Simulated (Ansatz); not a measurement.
`O=C[SiH]([SiH3])[SiH3]` + HCl → `O=C[SiH]([SiH3])Cl` + SiH₄  (cleavage of the Si–Si bond)

Computed with Ansatz on PBE0-D4/def2-TZVP structures; ΔE is electronic, products minus reactants. CBS: MP2 limit from def2 TZ/QZ plus the TZ coupled-cluster correction, frozen cores. This one scheme is used for every species. DFT in def2-TZVPP. B3LYP here is the variant with VWN-RPA as its local correlation; programs differ in this. Each species was taken in one conformer, which may not be the lowest.

```csv
level,ΔE (kcal/mol)
B3LYP-D4,-20.3
PBE0,-18.4
B3LYP,-21.4
SCS-MP2/def2-TZVPP,-22.4
```

(1) What does CCSD(T)/CBS give? (An estimate is asked.)

Largest T1 diagnostic among the species: 0.016.

Results:

(1) Computed: -20.3 kcal/mol. The listed levels differ from it by 0.0, 1.9, -1.1, -2.1 kcal/mol.

From PBE to PBE0 (25 % exact exchange), in def2-TZVPP and without D4, ΔE moves by −1.1 kcal/mol. In def2-TZVPP, CCSD(T) changes the Hartree–Fock value by +6.0 kcal/mol (the triples alone add +0.7 kcal/mol) and MP2 by +3.9 kcal/mol. The D4 term adds +1.0 kcal/mol with B3LYP and +0.7 kcal/mol with PBE0; it sums over pairs of atoms, weighted by their polarisabilities, and B3LYP, whose exchange is more repulsive, gets the larger term.
